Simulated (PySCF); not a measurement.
The metal is changed in MCl4-. Gas-phase values, no solvent. Multiplicities are imposed; where one is given, others were not computed.

Level of theory: PySCF 2.14.0 with B3LYP-D3(BJ)/def2-TZVP // TPSS-D3(BJ)/def2-SVP. B3LYP has the VWN-RPA correlation part, as in Gaussian. 

| species | coordination number | highest occupied spin orbital (eV) | charge on the central atom (Mulliken) (e) | mean distance from the central atom to its bonded neighbours (Å) |
|---|---|---|---|---|
| M = Co, multiplicity 3 ([Co(Cl)4]- (excited triplet)) | 4 | -3.60 | 0.65 | 2.185 |
| M = Co, multiplicity 5 ([Co(Cl)4]- (lower quintet)) | 4 | -3.63 | 0.75 | 2.211 |
| M = Ni, multiplicity 2 ([Ni(Cl)4]- (excited doublet)) | 4 | -3.40 | 0.54 | 2.185 |
| M = Ni, multiplicity 4 | 4 | -3.90 | 0.66 | 2.199 |
| M = Zr, multiplicity 2 | 4 | -0.53 | 1.01 | 2.435 |
| M = Hf, multiplicity 2 | 4 | -0.43 | 0.93 | 2.432 |
